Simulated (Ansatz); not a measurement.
Rb₃H₂⁺. Total charge 1; triplet. Geometry r2SCAN-D4/def2-TZVP.

```tsv
atom	x (Å)	y (Å)	z (Å)
Rb1	4.4515	-1.5294	3.2108
Rb2	-0.0025	0.0049	0.0059
Rb3	-4.4445	1.5175	-3.2237
H4	-2.0292	0.6971	-1.4619
H5	2.0248	-0.6901	1.4688
```

In the def2 sets Rb takes a core potential, while STO-3G treats all electrons; there is no spin–orbit coupling. HSE06 is defined as in plane-wave codes, on full-range PBE exchange. At BLYP-D4/def2-TZVP, r2SCAN-D4/def2-TZVP, HSE06-D4/def2-TZVP the gap within one spin of the charge 1 triplet nearly closes, so an electron or hole may be smeared out by delocalisation error. At PBE0-D4/def2-TZVP a singlet of charge 1 lies 3.27 eV below the triplet, each at its own geometry. The structure comes from a short search, and lower isomers may exist.

Question: Estimate the α-spin orbital energies around the gap (eV) in Ansatz with HF/STO-3G, HF/def2-TZVP, BLYP-D4/def2-TZVP, r2SCAN-D4/def2-TZVP, HSE06-D4/def2-TZVP.

Answer: 
```json
{"orbital": "HOMO−9", "HF/STO-3G": "-25.02", "HF/def2-TZVP": "-25.35", "BLYP-D4/def2-TZVP": "-18.75", "r2SCAN-D4/def2-TZVP": "-19.48", "HSE06-D4/def2-TZVP": "-20.26"}
{"orbital": "HOMO−8", "HF/STO-3G": "-23.63", "HF/def2-TZVP": "-24.93", "BLYP-D4/def2-TZVP": "-18.68", "r2SCAN-D4/def2-TZVP": "-19.44", "HSE06-D4/def2-TZVP": "-20.20"}
{"orbital": "HOMO−7", "HF/STO-3G": "-23.63", "HF/def2-TZVP": "-24.88", "BLYP-D4/def2-TZVP": "-18.68", "r2SCAN-D4/def2-TZVP": "-19.44", "HSE06-D4/def2-TZVP": "-20.20"}
{"orbital": "HOMO−6", "HF/STO-3G": "-23.60", "HF/def2-TZVP": "-24.88", "BLYP-D4/def2-TZVP": "-18.68", "r2SCAN-D4/def2-TZVP": "-19.43", "HSE06-D4/def2-TZVP": "-20.20"}
{"orbital": "HOMO−5", "HF/STO-3G": "-20.96", "HF/def2-TZVP": "-24.10", "BLYP-D4/def2-TZVP": "-18.68", "r2SCAN-D4/def2-TZVP": "-19.43", "HSE06-D4/def2-TZVP": "-20.20"}
{"orbital": "HOMO−4", "HF/STO-3G": "-20.87", "HF/def2-TZVP": "-23.99", "BLYP-D4/def2-TZVP": "-18.64", "r2SCAN-D4/def2-TZVP": "-19.38", "HSE06-D4/def2-TZVP": "-20.16"}
{"orbital": "HOMO−3", "HF/STO-3G": "-20.87", "HF/def2-TZVP": "-23.99", "BLYP-D4/def2-TZVP": "-18.64", "r2SCAN-D4/def2-TZVP": "-19.38", "HSE06-D4/def2-TZVP": "-20.16"}
{"orbital": "HOMO−2", "HF/STO-3G": "-16.66", "HF/def2-TZVP": "-18.17", "BLYP-D4/def2-TZVP": "-9.28", "r2SCAN-D4/def2-TZVP": "-9.84", "HSE06-D4/def2-TZVP": "-10.41"}
{"orbital": "HOMO−1", "HF/STO-3G": "-5.95", "HF/def2-TZVP": "-10.38", "BLYP-D4/def2-TZVP": "-8.90", "r2SCAN-D4/def2-TZVP": "-9.47", "HSE06-D4/def2-TZVP": "-10.00"}
{"orbital": "HOMO", "HF/STO-3G": "-0.89", "HF/def2-TZVP": "-5.55", "BLYP-D4/def2-TZVP": "-4.40", "r2SCAN-D4/def2-TZVP": "-4.37", "HSE06-D4/def2-TZVP": "-4.38"}
{"orbital": "LUMO", "HF/STO-3G": "3.25", "HF/def2-TZVP": "-2.49", "BLYP-D4/def2-TZVP": "-4.37", "r2SCAN-D4/def2-TZVP": "-4.35", "HSE06-D4/def2-TZVP": "-4.36"}
{"orbital": "LUMO+1", "HF/STO-3G": "5.53", "HF/def2-TZVP": "-1.91", "BLYP-D4/def2-TZVP": "-3.79", "r2SCAN-D4/def2-TZVP": "-3.10", "HSE06-D4/def2-TZVP": "-3.56"}
{"orbital": "LUMO+2", "HF/STO-3G": "10.63", "HF/def2-TZVP": "-1.80", "BLYP-D4/def2-TZVP": "-3.04", "r2SCAN-D4/def2-TZVP": "-2.91", "HSE06-D4/def2-TZVP": "-3.06"}
{"orbital": "LUMO+3", "HF/STO-3G": "10.63", "HF/def2-TZVP": "-1.80", "BLYP-D4/def2-TZVP": "-3.04", "r2SCAN-D4/def2-TZVP": "-2.91", "HSE06-D4/def2-TZVP": "-3.06"}
{"orbital": "LUMO+4", "HF/STO-3G": "11.42", "HF/def2-TZVP": "-1.61", "BLYP-D4/def2-TZVP": "-2.89", "r2SCAN-D4/def2-TZVP": "-2.86", "HSE06-D4/def2-TZVP": "-2.92"}
{"orbital": "LUMO+5", "HF/STO-3G": "11.81", "HF/def2-TZVP": "-1.61", "BLYP-D4/def2-TZVP": "-2.89", "r2SCAN-D4/def2-TZVP": "-2.86", "HSE06-D4/def2-TZVP": "-2.92"}
{"orbital": "β HOMO", "HF/STO-3G": "-5.55", "HF/def2-TZVP": "-10.31", "BLYP-D4/def2-TZVP": "-7.91", "r2SCAN-D4/def2-TZVP": "-7.91", "HSE06-D4/def2-TZVP": "-7.97"}
{"orbital": "β LUMO", "HF/STO-3G": "2.18", "HF/def2-TZVP": "-3.17", "BLYP-D4/def2-TZVP": "-7.45", "r2SCAN-D4/def2-TZVP": "-7.43", "HSE06-D4/def2-TZVP": "-7.34"}
```
